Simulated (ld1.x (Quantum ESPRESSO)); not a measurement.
**Ru: excitation energies, all-electron against PAW**

```json
{"Element": "Ru", "Generator": "ld1.x (Quantum ESPRESSO) 7.5", "Type": "PAW", "Functional": "PBE", "Relativity": "scalar-relativistic", "Frozen core": "[Ar] 3d10", "Valence charge": "16", "Reference configuration": "4s2 4p6 4d7 5s0.75 5p0.25", "Partial waves": "4s (bound): rcut 1.35, rcutus 1.50 bohr; 5s (bound): rcut 1.35, rcutus 1.50 bohr; 4p (bound): rcut 1.70, rcutus 2.20 bohr; 5p (bound): rcut 1.70, rcutus 2.20 bohr; 4d (bound): rcut 1.10, rcutus 1.46 bohr; 4d channel at -0.05 Ry: rcut 1.10, rcutus 1.46 bohr", "Local potential": "all-electron potential smoothed inside 1.60 bohr (lloc = -2)", "Core correction": "Bessel-smoothed model core inside 1.50 bohr", "Augmentation charge": "BESSEL, radius 1.20 bohr"}
```

Energies are relative to the spin-unpolarised reference configuration 4s2 4p6 4d7 5s0.75 5p0.25; without spin polarisation the order of configurations can differ from experiment. Not all tests gave a result: 1 of 7 tests not solved or not reliable. Left out of the table: 4s2 4p6 4d4 5s0 5p0 (solver errors, printed error -1454 eV).

(1) Give the all-electron excitation energy and the error of the potential for: 4s2 4p6 4d7 5s1 5p0; 4s2 4p6 4d7 5s0 5p0; 4s2 4p6 4d6 5s0 5p0; 4s2 4p6 4d6 5s1 5p0; 4s1 4p6 4d7 5s1 5p0; 4s2 4p6 4d6 5s1 5p1.

Results:

(1)

```
valence configuration  charge  ΔE all-electron (eV)  error AE − PS (meV)
  4s2 4p6 4d7 5s1 5p0       0                -0.838                 +0.4
  4s2 4p6 4d7 5s0 5p0      +1                 6.455                 -1.4
  4s2 4p6 4d6 5s0 5p0      +2                24.641                 -1.5
  4s2 4p6 4d6 5s1 5p0      +1                 9.274                 +0.5
  4s1 4p6 4d7 5s1 5p0      +1                81.852                  -25
  4s2 4p6 4d6 5s1 5p1       0                 4.816                  +19
```
